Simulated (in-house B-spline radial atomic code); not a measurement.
RPA and G0W0 for In III (In2+), [Kr] 4d10 5s1, highest spin, as one setting changes: the highest l of the empty states. Start: PBE0. A dash marks a level of low quasi-particle weight. Computed with a B-spline radial code for spherical atoms: all electrons, scalar-relativistic (spin-free one-electron X2C), finite nucleus, each spin shell either full or empty, empty states to the listed l with an (l + 1/2)⁻⁴ tail; G0W0 by contour deformation at full frequency.

RPA overbinds a lone outer s electron by self-correlation, and G0W0 tends to as well.

```tsv
highest l of the empty states	RPA summed (Eh)	RPA extrapolated (Eh)	G0W0 level (eV)
4	-3.0649	-3.6204	5s up -28.605
5	-3.3182	-3.671	5s up -28.657
6	?	?	?
7	-3.5096	-3.6461	5s up -28.636
8	-3.5461	-3.6327	5s up -28.633
9	?	?	?
10	-3.5812	-3.6222	5s up -28.630
11	-3.5901	-3.6198	5s up -28.629
```

(1) What belongs in the row for 9?

(2) What belongs in the row for 6?

Answers

(1) RPA summed (Eh): -3.5677; RPA extrapolated (Eh): -3.6259; G0W0 level (eV): 5s up -28.631.

(2) RPA summed (Eh): -3.4428; RPA extrapolated (Eh): -3.6569; G0W0 level (eV): 5s up -28.642.
